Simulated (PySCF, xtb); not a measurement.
C2H5ClOSi2, SMILES O[SiH2]C#C[SiH2]Cl. Other conformers were not sampled.

Harmonic wavenumbers (cm⁻¹) from GFN2-xTB run with xtb 6.7.1 at its own minimum, in rising order: 14, 48, 103, 127, 225, 243, 284, 331, 428, 487, 499, 517, 566, 593, 693, 741, 760, 771, 794, 853, 904, 2228, 2248, 2255, 2280, 2328, 3676.

What does B3LYP-D3(BJ)/def2-SVP run with PySCF 2.14.0 give at its own minimum? (Estimate from the structure and the level; the computed values follow.)

6, 57, 80, 173, 202, 256, 347, 405, 443, 551, 615, 643, 727, 741, 804, 826, 879, 906, 930, 956, 966, 2226, 2230, 2259, 2262, 2280, 3872. Paired by order, the mean absolute difference is 71 cm⁻¹ and the zero-point energies are 35.7 and 38.1 kcal/mol.
